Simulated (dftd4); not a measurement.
ClPb (SMILES [Cl][Pb+]), charge +1, singlet, at a GFN2-xTB geometry (such geometries of metal compounds can be far from the true shape); dftd4 with D4 for b97d.

dftd4 was given this input:
```
$ dftd4 mol.xyz --func b97d --charge 1 --json dftd4.json --noedisp --property

# file mol.xyz
2

Pb    -0.00000000    -0.00000000    -0.40772011
Cl     0.00000000     0.00000000     1.96664995
```

Problem. Predict the main parts of the log of this dftd4 run.

Solution. 
```
                    ____  _____ _____     ____  _  _
      -------------|  _ \|  ___|_   _|---|  _ \| || |------------
     |             | | | | |_    | | ___ | | | | || |_           |
     |             | |_| |  _|   | ||___|| |_| |__   _|          |
     |             |____/|_|     |_|     |____/   |_|            |
     |             ===================================           |
     |            E. Caldeweyher, S. Ehlert & S. Grimme          |
     |          Mulliken Center for Theoretical Chemistry        |
     |                    University of Bonn                     |
      -----------------------------------------------------------

Rational (Becke-Johnson) damping: b97d-D4-ATM
---------------------
  s6         1.0000
  s8         1.6946
  s9         1.0000
  a1         0.2890
  a2         4.1341
 alp        16.0000
--------------------

Atomic data, radii in Ångström:
------------------------------------------------------
   Z          R(cov)      r4/r2   hardness         EN
------------------------------------------------------
  82 Pb       1.7333     3.8442     0.1427     2.3300
  17 Cl       1.3200     1.9735     0.4312     3.1600
------------------------------------------------------

Atomic reference systems (in atomic units):
----------------------------------------------------------------------------
   Z        #      CN     q+Z       C6(AA)   #      CN     q+Z       C6(AA)
----------------------------------------------------------------------------
  82 Pb     1  0.0000 22.0000     750.7677   2  0.9027 22.1145     606.3468
            3  1.8633 22.1676     505.6904   4  2.7995 22.1827     483.4891
            5  3.7644 22.1783     418.2787
  17 Cl     1  0.0000 17.0000      92.6806   2  0.8444 16.8495     101.8771
----------------------------------------------------------------------------

Atomic properties (in atomic units):
----------------------------------------------------------------------------
     #    Z              CN          q      C6(AA)        C8(AA)   alpha(0)
----------------------------------------------------------------------------
     1   82 Pb       0.8558     1.0183    567.9976    89923.2303    51.9448
     2   17 Cl       0.8558    -0.0183     97.7849     4079.9349    15.1157
----------------------------------------------------------------------------

Molecular properties (in atomic units):
----------------------------------------
 molecular C6                1119.0726
 molecular C8              130844.0092
----------------------------------------

Dispersion energy:      -9.2825451134725E-03 Eh

[Info] JSON dump of results written to 'dftd4.json'
```
